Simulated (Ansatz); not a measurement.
A geometry relaxed with CAM-B3LYP-D3(BJ)/def2-TZVP (Ansatz, a program for electronic structure), charge 0, multiplicity 1:

```xyz
12

Si     1.4969    -0.5550    -0.8061
C     -0.0111    -0.7413     0.3155
C     -0.6517     0.5472     0.6991
H      1.1017     0.1574    -2.0397
Cl     0.2556     1.4734     1.8716
H     -2.1687     1.9910     0.5334
H      1.9827    -1.9075    -1.1591
H     -2.3500     0.4613    -0.4992
H     -0.7420    -1.3551    -0.2145
C     -1.7832     1.0319     0.2236
H      0.2895    -1.2913     1.2096
H      2.5805     0.1881    -0.1343
```

**Question.** Write the SMILES of this molecule.

**Answer.** `C=C(Cl)C[SiH3]`
